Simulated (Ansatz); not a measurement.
Cost and result for the atomization energy of CH5FOSi2 (`O[Si]1(F)C[SiH2]1`) (10 atoms, 10 bonds).

Cartesian coordinates in Å:
```
O -0.2329 -2.1627 -0.5181
Si 0.5386 -0.7742 -0.1592
F 2.0897 -0.8956 -0.5158
C -0.2233 0.8526 -0.6115
Si -0.2282 0.6927 1.3292
H -0.2397 -2.4570 -1.4318
H -1.2061 0.8606 -1.0821
H 0.4117 1.6431 -1.0111
H -1.5652 0.5907 1.9625
H 0.6553 1.6498 2.0380
```

Charge 0, multiplicity 1. The geometry is a stationary point of PBE0-D4/def2-TZVP. It is one conformer, not always the lowest. Program: Ansatz. All runs use 4 threads of an Arm Neoverse V1 on a shared host. Times are those of one run each, without the atoms' runs, and a repeat can differ threefold. Electronic energies, without spin–orbit coupling; frozen cores. CCSD(T)/CBS adds CCSD(T) − MP2 in def2-TZVPP to the MP2 limit, and its time is that of the two runs behind it. T1 = 0.013. B3LYP takes the VWN-RPA correlation (the form of Gaussian; ORCA's B3LYP/G).

CCSD(T)/CBS is a level of theory with its own doubt, some kJ/mol a heavy atom from the limit and from the frozen cores, so smaller differences don't rank the functionals.

```csv
level,functions,wall time,atomization (kJ/mol),difference from CCSD(T)/CBS,per bond
PBE-D4/def2-TZVPP (with forces),247,2.8 s,3723.4,31.5,3.2
PBE0-D4/def2-TZVPP,247,3.4 s,3658.4,-33.5,-3.3
B3LYP-D4/def2-TZVPP (with forces),247,5 s,3658.0,-33.9,-3.4
r2SCAN-D4/def2-TZVPP (with forces),247,6 s,3695.3,3.4,0.3
B2PLYP/def2-TZVPP,247,6 s,3629.2,-62.7,-6.3
ωB97X-V/def2-TZVPP,247,9 s,3698.5,6.6,0.7
ωB97M-V/def2-TZVPP (with forces),247,13 s,3688.6,-3.3,-0.3
MP2/def2-QZVPP,461,22 s,3724.3,32.4,3.2
CCSD(T)/def2-TZVPP,247,2.7 min,3580.3,-111.6,-11.2
CCSD(T)/CBS(def2),–,3 min,3691.9,0.0,0.0
```

In def2-TZVPP, CCSD(T) changes the Hartree–Fock value by +910.5 kJ/mol (the triples alone add +55.8 kJ/mol) and MP2 by +987.3 kJ/mol; breaking electron pairs costs correlation energy, which Hartree–Fock lacks. The D4 term adds +36.2 kJ/mol with B3LYP and +18.8 kJ/mol with PBE0; it sums over pairs of atoms, weighted by their polarisabilities, and B3LYP, whose exchange is more repulsive, gets the larger term. From PBE to PBE0 (25 % exact exchange), in def2-TZVPP and without D4, the atomization energy moves by −61.6 kJ/mol: exact exchange takes away binding that semilocal exchange gives to molecules.
